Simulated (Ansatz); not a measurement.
Basis-set extrapolation for `CCC/N=N/CCC` (PBE0-D4/def2-TZVP geometry, frozen core, Ansatz). Multiplicity 1, RHF reference.

```
                      def2-TZVPP   def2-QZVPP
                 HF  -344.340868  -344.357101
    MP2 correlation    -1.447449    -1.540420
CCSD(T) correlation    -1.583651      not run
```

Energies in hartree. Use E(X) = E(∞) + A·exp(−7.88·√X) for Hartree–Fock and E(X) = E(∞) + B·X^(−2.97) for correlation, with X = 3 and 4, and add CCSD(T) minus MP2 of the smaller set to the MP2 limit.

Question: What is the CCSD(T) energy at the basis-set limit?

Answer: HF limit: -344.357101 + (-0.016233) × 0.13774 = -344.35934. MP2 limit: -1.540420 + (-0.092971) × 0.74074 = -1.60929. Higher-order term: -1.583651 − (-1.447449) = -0.13620. Total: -346.10483 hartree, 473.4 kJ/mol below CCSD(T)/def2-TZVPP.
